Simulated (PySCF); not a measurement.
# What a mistake does to a calculation on CH6NSi

These are calculations, not measurements. They come from PySCF 2.14.0, an open-source quantum chemistry program, on an isolated molecule that a program drew, which may never have been made. The molecule is CH6NSi (charge 0, doublet), drawn as the SMILES string `CN[SiH2]`.

Each row is a Hartree-Fock (HF) and frozen-core CCSD(T) single point in the cc-pV(D+d)Z basis, meant for a local HF minimum. Run 1 is clean. Each other run has one planted mistake out of seven kinds, and not every kind appears here: one electron removed, one electron added, multiplicity raised by two, geometry at a saddle point, minimal basis STO-3G, one bond length entered in bohr, all coordinates scaled. The reference is restricted for singlets and unrestricted otherwise, and also for a bond in bohr. Adding or removing an electron swaps singlet and doublet. Electrons count all cores. HOMO and LUMO are orbital energies over both spins, the gradient is its largest component, and the lowest frequency (negative if imaginary) is given only where the gradient is small. Bond lengths are over the 8 bonds as drawn. T1 is the CCSD diagnostic: over 0.02 (restricted) or 0.045 (unrestricted) a single reference is doubtful.

Geometry of the clean run:
```xyz
9
CH6NSi, angstrom
C    -0.4649    2.0675    0.5368
N     0.3533    1.5213   -0.5284
Si    0.1684    1.8765   -2.2030
H    -0.5721    1.3462    1.3503
H    -1.4662    2.2816    0.1594
H    -0.0623    2.9959    0.9564
H     1.2628    1.2353   -0.2185
H     1.0416    0.9397   -2.9574
H    -1.2568    1.6881   -2.5846
```

| run | electrons | basis functions | <S^2> | HOMO (eV) | LUMO (eV) | gradient (hartree/bohr) | lowest frequency (cm^-1) | mean bond (Å) | longest bond (Å) | T1 | HF (hartree) | CCSD(T) (hartree) | mistake |
|---|---|---|---|---|---|---|---|---|---|---|---|---|---|
| 1 | 33 | 81 | 0.756 | -7.94 | 2.25 | 6.9e-06 | 133 | 1.3034 | 1.722 | 0.0155 | -384.72050 | -385.18011 | no fault |
| 2 | 33 | 81 | 1.461 | -8.03 | 2.17 | 2.5e-02 | - | 1.4248 | 2.062 | 0.0619 | -384.59299 | -385.05092 | one bond length entered in bohr |
| 3 | 33 | 25 | 0.752 | -5.27 | 6.68 | 3.0e-02 | - | 1.3034 | 1.722 | 0.0154 | -380.18891 | -380.36332 | ? |
| 4 | 32 | 81 | 0.000 | -16.64 | -6.11 | 7.8e-02 | - | 1.3034 | 1.722 | 0.0248 | -384.46141 | -384.92908 | ? |

**Which mistake was planted in run 3, and what did it cost?**

It has 25 basis functions where the clean run has 81, with the same electrons and geometry. So the mistake is: minimal basis STO-3G. Subtracting run 1 and multiplying by 627.51 kcal/mol a hartree, the energy moved by 2843.6 kcal/mol in HF and 3022.6 kcal/mol in CCSD(T).

**Which mistake was planted in run 4, and what did it cost?**

It counts 32 electrons, one fewer than the clean run, at the same geometry and basis. So the mistake is: one electron removed. Subtracting run 1 and multiplying by 627.51 kcal/mol a hartree, the energy moved by 162.6 kcal/mol in HF and 157.5 kcal/mol in CCSD(T).

Cautions from the logs. Run 2: T1 is over the limit, so its CCSD(T) energy is less reliable; run 4: T1 is over the limit, so its CCSD(T) energy is less reliable.
